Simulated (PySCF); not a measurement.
## Spin states of BeH

Unrestricted PBE0; basis Be aug-pcseg-1, H aug-pcseg-1; no relativity; PySCF 2.14. Outer shells of the fragments: Be 2s2; H 1s1.

Followed along the bond (rough minima from three points):

| 2Ms+1 | unpaired | ⟨S²⟩ at the start | R at minimum (Å) | Te (eV) |
| --- | --- | --- | --- | --- |
| 2 | σ ↑ | 0.75 | 1.35 | 0.00 |
| 4 | σ ↑↑, π ↑ | 3.75 | none in the scan | ≤ 5.42 |

Solutions found at the starting distance of 1.280 Å, counted from the lowest of them; the search is not exhaustive and high or unbound solutions are not listed, so other states can lie among these:

```json
{"2Ms+1": "2", "unpaired": "σ ↑", "term": "²Σ⁺", "E (eV)": "0.00", "⟨S²⟩": "0.75", "⟨Lz²⟩": "0.00", "μ (D)": "-0.12"}
{"2Ms+1": "2", "unpaired": "π ↑", "term": "²Π", "E (eV)": "2.34", "⟨S²⟩": "0.77", "⟨Lz²⟩": "1.00", "μ (D)": "-2.42"}
{"2Ms+1": "4", "unpaired": "σ ↑↑, π ↑", "term": "⁴Π", "E (eV)": "6.03", "⟨S²⟩": "3.75", "⟨Lz²⟩": "1.00", "μ (D)": "2.61"}
{"2Ms+1": "4", "unpaired": "σ ↑, π ↑↑", "term": "⁴Σ⁻", "E (eV)": "8.03", "⟨S²⟩": "3.75", "⟨Lz²⟩": "0.00", "μ (D)": "0.10"}
{"2Ms+1": "4", "unpaired": "σ ↑↑↑", "term": "⁴Σ⁺", "E (eV)": "9.27", "⟨S²⟩": "3.75", "⟨Lz²⟩": "0.00", "μ (D)": "-5.96"}
```

A term symbol is given only where ⟨S²⟩ and ⟨Lz²⟩ are close to those of a pure state; real π, δ and φ orbitals otherwise mix terms. A positive dipole means Be(−)H(+).

Counting both spins, an empty level lies below a filled one in some of these solutions, because spin and occupation are held.
